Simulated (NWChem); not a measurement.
# AlNH₃OCl; SMILES [NH2][Al]([OH])[Cl]

```xyz
7

Al     0.0866    -0.3426     0.0000
Cl    -0.1574     1.7504     0.0000
O      1.6872    -0.9315     0.0000
H      1.8867    -1.8750     0.0000
N     -1.3677    -1.3515     0.0000
H     -1.3935    -2.3628     0.0000
H     -2.3053    -0.9696     0.0000
```
Atoms are numbered in this order, from 1.

Program: NWChem. Geometry optimised at B3LYP/6-31G*; all other runs use it. Pople sets run with spherical d functions.

```csv
quantity,level,value
"vertical ionisation energy, ΔSCF (eV)",BHandHLYP/6-31G*,9.94
isotropic polarisability (bohr³) at 589 nm,B3LYP/def2-SVPD,52.4
"charge (e), Mulliken N5",B3LYP/def2-SVP,-0.43
"first state with f > 0.002 (eV), O K edge, unshifted","B3LYP/6-311G**, TDA",517.8
dipole (D),B3LYP/6-31G*,3.96
highest harmonic frequency (cm⁻¹),B3LYP/6-31G*,3847
```
